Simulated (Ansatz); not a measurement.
Geometry optimisation, RKS B3LYP-D4/def2-SVP (Ansatz 0.2.0).

input.yaml

```yaml
crystal:
  periodic: [false, false, false]
  atoms:
    - { symbol: C, position_ang: [0.192, 1.1549, -1.7224] }
    - { symbol: Al, position_ang: [0.7536, 0.0308, -0.244] }
    - { symbol: Si, position_ang: [3.0094, -0.5049, -0.0465] }
    - { symbol: Si, position_ang: [-0.7258, -0.7969, 1.3091] }
    - { symbol: Si, position_ang: [-2.833, -0.0782, 0.7487] }
    - { symbol: H, position_ang: [0.3978, 0.7388, -2.7041] }
    - { symbol: H, position_ang: [0.6746, 2.1873, -1.6582] }
    - { symbol: H, position_ang: [-0.9162, 1.3567, -1.6736] }
    - { symbol: H, position_ang: [3.5424, -0.0098, 1.3078] }
    - { symbol: H, position_ang: [3.7989, 0.1386, -1.0947] }
    - { symbol: H, position_ang: [3.1972, -1.9649, -0.093] }
    - { symbol: H, position_ang: [-0.7629, -2.2694, 1.2972] }
    - { symbol: H, position_ang: [-0.4995, -0.3106, 2.6455] }
    - { symbol: H, position_ang: [-3.1969, -0.5254, -0.5695] }
    - { symbol: H, position_ang: [-2.8416, 1.3837, 0.795] }
    - { symbol: H, position_ang: [-3.8128, -0.5534, 1.747] }
basis:
  gaussian: { orbitals: def2-SVP }
hamiltonian:
  xc: b3lyp
  dispersion: d4
relax:
  f_tol: 0.015
  max_steps: 40
```

Run as:

```bash
$ ansatz run input.yaml --threads 2 --pin off --max-ram 3072MiB --backend cpu --events-out ev --progress --plain --runs-dir out
```

**Question.** Where does it end, and by what steps?

**Answer.** The run converged. After 5 steps the energy has fallen by 0.460 eV; H10 moved furthest, 0.26 Å.

| step | energy less start (eV) | largest force component (eV/Å) | accepted |
| --- | --- | --- | --- |
| 0 | 0.0000 | 1.566 | yes |
| 1 | -0.4205 | 0.552 | yes |
| 2 | -0.4578 | 0.059 | yes |
| 3 | -0.4589 | 0.035 | yes |
| 4 | -0.4595 | 0.021 | yes |
| 5 | -0.4597 | 0.012 | yes |

```xyz
16
Properties=species:S:1:pos:R:3
C 0.186 1.215 -1.767
Al 0.797 0.065 -0.297
Si 3.184 -0.504 -0.061
Si -0.826 -0.807 1.343
Si -3.004 -0.076 0.834
H 0.502 0.801 -2.742
H 0.658 2.212 -1.692
H -0.906 1.359 -1.795
H 3.713 -0.042 1.263
H 4.051 0.099 -1.122
H 3.385 -1.989 -0.110
H -0.823 -2.307 1.367
H -0.487 -0.358 2.733
H -3.379 -0.541 -0.537
H -3.038 1.419 0.831
H -4.036 -0.568 1.795
```

Whether the end is a true minimum wasn't checked by a vibrational analysis.

Run time: 34 s on 2 threads of Arm Neoverse V2, on a shared host, peak memory 0.37 GiB.
